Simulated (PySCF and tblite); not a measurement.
Results of a calculation; reference values are marked as such.
C₆H₅FO, numbered as in [CH:1]#[C:2]/[CH:3]=[CH:4]\[O:5]/[CH:6]=[CH:7]\[F:8].

Level: PBE0-D3(BJ)/pcSseg-1//GFN2-xTB, thermal terms from GFN2-xTB, symmetry numbers and mirror pairs counted. Conformers within 2.5 kcal/mol (GFN2-xTB free energy) were kept, 4 at most. Run with PySCF (density fitting) and tblite.

Torsions listed: C3–C4–O5–C6, C4–O5–C6–C7.

| conformer | shape | symmetry | E(GFN2) kcal/mol |
| --- | --- | --- | --- |
| 1 | 180°, 180° | Cs | 0.50 |
| 2 | 180°, 0° | Cs | 0.08 |
| 3 | 0°, 180° | Cs | 0.00 |

Which of these conformers is the most populated at 298.15 K, and with what share?

Conformer 2, about 45 %. The lead over the next is within the error of the method.

Give the DFT energies and free energies relative to the lowest, and all weights.


```json
{"conformer": "1", "shape": "180°, 180°", "E(DFT) kcal/mol": "0.31", "G(298.15 K) kcal/mol": "0.19", "weight %": "32.3"}
{"conformer": "2", "shape": "180°, 0°", "E(DFT) kcal/mol": "0.00", "G(298.15 K) kcal/mol": "0.00", "weight %": "44.6"}
{"conformer": "3", "shape": "0°, 180°", "E(DFT) kcal/mol": "0.38", "G(298.15 K) kcal/mol": "0.39", "weight %": "23.1"}
```

How does its share change from 250 K to 350 K?

From 46 % to 44 %; the mixing entropy goes from 2.09 to 2.13 cal/(mol K).


Conformer gaps in pcSseg-1 on xTB geometries can be 2 kcal/mol off for S=O, P=O and other polar bonds.